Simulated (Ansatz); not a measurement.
Basis-set extrapolation for `[SiH3]B([SiH3])C=S` (PBE0-D4/def2-TZVP geometry, frozen core, Ansatz 0.2.0). Multiplicity 1, RHF reference.

|  | def2-TZVPP | def2-QZVPP |
| --- | --- | --- |
| HF | -1042.011611 | -1042.043272 |
| MP2 correlation | -0.693176 | -0.742538 |
| CCSD(T) correlation | -0.798547 | not run |

Energies in hartree. Use E(X) = E(∞) + A·exp(−7.88·√X) for Hartree–Fock and E(X) = E(∞) + B·X^(−2.97) for correlation, with X = 3 and 4, and add CCSD(T) minus MP2 of the smaller set to the MP2 limit.

**Question.** What is the CCSD(T) energy at the basis-set limit?

**Answer.** HF limit: -1042.043272 + (-0.031661) × 0.13774 = -1042.04763. MP2 limit: -0.742538 + (-0.049362) × 0.74074 = -0.77910. Higher-order term: -0.798547 − (-0.693176) = -0.10537. Total: -1042.93210 hartree, 320.2 kJ/mol below CCSD(T)/def2-TZVPP.
